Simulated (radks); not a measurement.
Values are calculated unless marked as measured or tabulated.
Mean orbital radii <r> (bohr) of the gallium ion Ga29+, [He], at several levels of relativity; Dirac values are averaged over j with weights 2j + 1. Spin-unpolarised spherical Kohn-Sham, BLYP, point nucleus unless stated (finite: rms radius 3.9973 fm), a radial shooting solver on a logarithmic mesh with Libxc functionals. A level marked "c x" has the speed of light scaled by that factor.

\begin{tabular}{lrrrrr}
shell & non-rel. & scalar-rel. & scalar-rel., finite nucleus & Dirac, c x 0.85 & change of magnitude, last against first (%) \\ \hline
1s & 0.04902 & 0.04819 & 0.04819 & 0.04786 & -2.36 \\
2s (empty) & 0.2041 & 0.2008 & 0.2008 & 0.1991 & -2.45 \\
2p (empty) & 0.1732 & 0.1716 & 0.1716 & 0.1708 & -1.39 \\
\end{tabular}
